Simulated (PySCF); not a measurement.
SnHCl₂Br, SMILES [Cl][SnH]([Cl])[Br].

The structure is a stationary point at PBE0-D3(BJ)/def2-SVP. The structure was generated by enumeration; whether it is a known compound was not checked. The def2 effective core potentials stand for the cores of Sn; spin–orbit coupling is left out.

All values below come from PySCF with PBE/def2-TZVP.

Gas-phase values at a fixed geometry.

Computed frontier levels, gap, dipole moment and polarisability:
```json
{
 "highest_occupied_level": "-7.65 eV",
 "lowest_empty_level": "-3.48 eV",
 "orbital_gap": "4.17 eV",
 "dipole_moment": "1.88 D",
 "quadrupole, principal values (traceless, Buckingham form, about the centre of nuclear charge)": "-3.26, -1.89, 5.15 D·Å",
 "mean_static_polarisability": "84.2 bohr³ (12.48 Å³)",
 "polarisability_principal_values": "70.0, 86.8, 95.9 bohr³"
}
```
